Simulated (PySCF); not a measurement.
MP cations for M along the fourth-period p block

MP2 with triple-zeta basis sets in PySCF, for the lowest determinant that a PBE0 search found; no spin–orbit coupling. De refers to high-spin ground-configuration atoms (the charge goes to the atom of lower measured ionisation energy or higher electron affinity, which is not always the lowest computed limit).

```csv
M,basis,"reference, frozen orbitals",charged atom,state (unpaired electrons),Re (Å),ωe (cm⁻¹),De (eV)
Ga,def2-TZVPPD,"UHF, 14",Ga+,"quartet (σ ↑, π ↑↑)",2.737,126,0.41
Ge,def2-TZVPPD,"UHF, 14",Ge+,triplet (π ↑↑),2.284,415,2.32
Br,def2-TZVPPD,"UHF, 14",P+,doublet (π ↑),2.049,569,4.19
```

The shortest bond is that of PBr⁺ (2.049 Å), the longest that of GaP⁺ (2.737 Å). PBr⁺ is bound most strongly (4.19 eV) and GaP⁺ least (0.41 eV).

The state changes along the series, so neighbouring rows are not always alike in their bonding.

Correlated steps freeze 14 core orbitals. Weak bonds: GaP⁺. Basis-set superposition, not corrected here, can be much of De in a small basis, most of all at correlated wavefunction levels. Spin–orbit coupling is left out. For an ion De counts to the pair picked by the measured ionisation energies or electron affinities, which need not be the lowest pair at this level. States were picked by a PBE0 search and need not be the measured ground states.
